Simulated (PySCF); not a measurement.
Below is a simulated gas-phase Si 2p photoelectron spectrum of `N#C[SiH2]C#N`.

Every computed line was given a Gaussian of 1.0 eV full width at half maximum and an area set by the number of equivalent atoms (split 2:1 within a doublet); the highest printed point is 100. Computed with delta-SCF UKS SCAN, pcX-2 on the ionised atom, pcseg-1 elsewhere, spin-free X2C (PySCF).

binding energy (eV), intensity and a bar:
```
    107.9          0 
    108.0          1 
    108.1          1 
    108.2          2 #
    108.3          4 #
    108.4          7 ##
    108.5         11 ###
    108.6         18 #####
    108.7         26 ########
    108.8         37 ###########
    108.9         49 ###############
    109.0         62 ###################
    109.1         75 ######################
    109.2         86 ##########################
    109.3         94 ############################
    109.4         99 ##############################
    109.5        100 ##############################
    109.6         98 #############################
    109.7         93 ############################
    109.8         85 ##########################
    109.9         77 #######################
    110.0         67 ####################
    110.1         57 #################
    110.2         47 ##############
    110.3         38 ###########
    110.4         29 #########
    110.5         21 ######
    110.6         15 ####
    110.7         10 ###
    110.8          7 ##
    110.9          4 #
    111.0          2 #
    111.1          1 
    111.2          1 
    111.3          0 
    111.4          0
```

Count the maxima, the lines and the sites behind this envelope.

The curve has 1 maximum (at 109.5 eV). Under it lie 2 lines from 1 inequivalent silicon site, drawn as a 2p3/2, 2p1/2 pair. At this width some lines have no maximum of their own.

Decompose the envelope and assign each component. Numbering: `[N:1]#[C:2][SiH2:3][C:4]#[N:5]`.

```json
{"position (eV)": "109.35", "relative area": "0.67", "line": "Si 2p3/2", "atoms": "Si3", "environment": "SiH2 silicon"}
{"position (eV)": "109.97", "relative area": "0.33", "line": "Si 2p1/2", "atoms": "Si3", "environment": "SiH2 silicon"}
```

What are the centre and the root-mean-square width of the whole band?

The area-weighted mean of the lines is 109.56 eV. Their own spread about it is 0.29 eV (rms) and each Gaussian has σ = 1.0/2.355 = 0.42 eV; the variances add, which gives 0.52 eV.

No satellites, vibrations or lifetime broadening are included. 2p3/2 and 2p1/2 are the ΔSCF energy of one spin-free 2p hole plus the eigenvalues of a spin–orbit and ligand-field matrix of the shell. 2p1/2 minus 2p3/2 (ligand field included): Si 0.63 eV. Geometry: PBE0-D3(BJ)/def2-SVP; no solvent, vibrations or thermal averaging.

The run took 11 s wall on x86-64 server, one thread, no GPU (shared host).
